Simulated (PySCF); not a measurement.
Vertical excitations of a molecule C4H8BN from TDA-PBE/def2-SVPD run with PySCF 2.14.0, as energy in eV (oscillator strength): 5.46 (0.003), 5.61 (0.000), 5.82 (0.095), 6.00 (0.001), 6.32 (0.005), 6.36 (0.001), 6.44 (0.033), 6.66 (0.000), 6.67 (0.120), 6.81 (0.028). Lowest triplet (TDA): 3.90 eV. The structure is a stationary point at B3LYP-D3(BJ)/def2-SVP. Other conformers were not sampled.

**Question.** Which structure fits?
A. C=CB(N)C=C
B. CC1=CCB1N
C. C=C1CCB1N
D. C=C=CB(C)N

**Answer.** B, CC1=CCB1N
